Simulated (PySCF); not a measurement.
Method: B3LYP-D3(BJ)/def2-TZVP // BP86-D3(BJ)/def2-SVP (PySCF 2.14.0). All species are isolated molecules in the gas phase. One relaxed conformer stands for a flexible species; it need not be the lowest. B3LYP has the VWN-RPA correlation part, as in Gaussian. 

Reference species: [W(Cl)5(OH)] (neutral, multiplicity 1).

The mean distance from the central atom to its bonded neighbours is 2.253 Å. The HOMO–LUMO gap is 3.34 eV.

Changed species: [W(Cl)6] (0 of 6 Cl replaced by OH; the reference has 1 of 6 Cl replaced by OH).

Predict the effect on the mean distance from the central atom to its bonded neighbours and HOMO–LUMO gap.

the mean distance from the central atom to its bonded neighbours rises by 0.070 Å, to 2.323 Å; the HOMO–LUMO gap rises by 0.11 eV, to 3.45 eV.
